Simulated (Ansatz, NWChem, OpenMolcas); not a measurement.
# AlI (iodoaluminum): the HOMO–LUMO gap, rung by rung

AlI has 2 atoms, charge 0, and is taken as a singlet. SMILES: `[Al][I]`. The bond length is the measured one.

```xyz
2

Al    0.0000    0.0000    0.0000
I     0.0000    0.0000    2.5371
```

Each level gives the HOMO–LUMO gap (eV). The values are calculated.

```tsv
level	kind	program	value (eV)	CPU time
PBE/def2-TZVPPD (core potential)	GGA	OpenMolcas	3.24	23 s
BHLYP/def2-TZVPPD (core potential)	global hybrid	OpenMolcas	6.36	20 s
M06-2X/def2-TZVPPD (core potential)	hybrid meta-GGA	NWChem	6.39	27 s
r2SCAN0/def2-TZVPPD (core potential)	hybrid meta-GGA	Ansatz	4.98	12 s
HSE06/def2-TZVPPD (core potential)	range-separated hybrid	Ansatz	4.06	7.3 s
wB97X/def2-TZVPPD (core potential)	range-separated hybrid	NWChem	8.67	92 s
B2PLYP/def2-TZVPPD (core potential)	double hybrid	Ansatz	6.51	9.9 s
PBE-QIDH/def2-TZVPPD (core potential)	double hybrid	Ansatz	7.53	9.9 s
```

The values span 3.24 to 8.67 eV. Orbital gaps aren't excitation energies, and those of double hybrids come from the SCF part alone; they tend to grow with the share of exact exchange. CPU times are rough (shared hosts, several kinds of processor): they show what a rung costs within a factor of a few.
